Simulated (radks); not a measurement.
Coherent X-ray form factor from a spherical all-electron density. Calculated with a radial shooting solver on a logarithmic mesh with Libxc functionals: Dirac Kohn-Sham, exchange-only PBE, spin-unpolarised, spherical densities, finite nucleus; Fermi nuclear charge, rms radius of each element as measured or else 0.836 A^(1/3) + 0.57 fm.

| sin(theta)/lambda (1/angstrom) | f0 (electrons) |
|---|---|
| 0.05 | 53.873 |
| 0.1 | 53.494 |
| 0.15 | 52.872 |
| 0.2 | 52.021 |
| 0.25 | 50.958 |
| 0.3 | 49.707 |
| 0.4 | 46.740 |
| 0.5 | 43.345 |
| 0.6 | 39.746 |
| 0.8 | 32.721 |
| 1 | 26.790 |
| 1.25 | 21.459 |
| 1.5 | 18.092 |
| 2 | 14.327 |

The species is in the configuration that NIST lists as its ground one. Which atom or ion scatters so?

Answer. The osmium ion Os22+, [Kr] 4d10 4f8. Extrapolating in s^2 from the first two rows gives f0(0) = 54.0, near the electron count 54; among species with that count, the fall with angle is slower the higher Z, and the table is that of Z = 76; from so few rows the species is fixed only to a neighbour or two.
